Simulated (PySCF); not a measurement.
An unknown shows these calculated signals:

¹H NMR (400 MHz, computed): δ 8.16 (s, 1H), 4.45 (s, 3H), 3.47 (s, 2H), 2.30 (s, 6H).

¹³C{¹H} NMR (computed): δ 176.2 (C), 151.7 (CH), 137.5 (C), 55.9 (CH2), 45.8 (CH3).

Level of theory: structure optimised with GFN2-xTB, shielding tensors at PBE0/pcSseg-1 (GIAO), in PySCF 2.14.0 with density-fitted response routines (one averaged value for each set of equivalent atoms, one computed conformer, in vacuum, non-relativistic Hamiltonian).

δ = σ(ref) − σ, references computed at the same level: TMS for ¹H, ¹³C.

Which of these does the molecule contain: a heteroaromatic ring, a Si–H bond, an N-methyl group, a carboxylic acid, an ester, an aldehyde?

Results:


- A heteroaromatic ring: yes.
- A Si–H bond: yes (δH 4.45 (s)).
- An N-methyl group: yes (δC 45.8; δH 2.30 (s)).
- A carboxylic acid: no.
- An ester: no.
- An aldehyde: no.

The data belong to `InChI=1S/C6H12N2OSi/c1-8(2)4-5-3-7-9-6(5)10/h3H,4H2,1-2,10H3`; they needn't prove each group on their own.

Carbon signals by region: 1 in the far downfield region (above 160 ppm), 2 in the sp2 and nitrile region (100–160 ppm), 1 at 50–100 ppm, 1 below 50 ppm. Above 160 ppm: 176.2, substituted aromatic carbon next to the ring oxygen.

Shifts are as computed. Against solution values, carbons near 30 ppm lie about +3 ppm off and those near 130 ppm about +5 ppm. Of 1211 compounds with measured shifts, 218 miss one by over three times the rms of a fit or turn the order of signals round; such compounds aren't used in these exercises. No couplings were computed; multiplicities are counted from neighbouring protons, with m where these are inequivalent, close in shift, in a saturated or five-membered ring or joined by F or P, and br s for small geminal =CH2 splittings.
